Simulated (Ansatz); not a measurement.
# Energy profile

The step: GaH₂F ([F][GaH2]) + H₂ → GaH₃ + HF; bonds formed: Ga1–H6, F2–H5; bonds broken: Ga1–F2, H5–H6 (atoms numbered as in the saddle structure below).

```
atom    x (Å)    y (Å)    z (Å)
 Ga1  -0.4156  -0.2656  -0.3819
  F2   0.4074  -0.1426   1.4556
  H3   0.1128  -1.5520  -1.0693
  H4  -1.8120   0.4088  -0.3382
  H5   0.8493   0.5910   0.6510
  H6   0.8582   0.9606  -0.3171
```

Electronic energies by CCSD(T) at an estimated basis limit (MP2 extrapolated from triple and quadruple zeta, plus CCSD(T) − MP2 in triple zeta), on PBE0-D4/def2-TZVP structures; GaH$_{4}$F, singlet; no counterpoise correction. Computed with Ansatz 0.2.0 (basis: def2-TZVPP and def2-QZVPP); correlated methods freeze the cores. Filled d shells of the heavier atoms are correlated. The def2 sets are not built for correlating such inner shells, so the correlated values are less sure here. Extrapolation: Hartree–Fock as exp(−7.88 √X), correlation as X^−2.97.

**Question.** Give the profile in kJ/mol, counted from the separated reactants. (Judge from chemistry; the value comes from the calculation.)

**Answer.** The calculation gives:
| point | kJ/mol |
| --- | --- |
| separated: GaH$_{2}$F (linked as [F][GaH2]; Ga1, F2, H3, H4; singlet) + H$_{2}$ (H5, H6; singlet) | 0.0 |
| start structure | -7.9 |
| saddle | 100.8 |
| end structure | 54.1 |
| separated: GaH$_{3}$ (Ga1, H3, H4, H6; singlet) + HF (F2, H5; singlet) | 80.3 |

The T1 diagnostic stays at or below 0.015.

For scale, one of the runs: CCSD(T)/def2-TZVPP, 135 basis functions, launched by `ansatz run in.yaml --threads 2 --pin off --events-out ev --progress --plain --max-ram 4352MiB`. The run took 14 s on 2 CPU threads of an Arm Neoverse V1 (shared host), with 0.72 GiB of host memory at its peak.
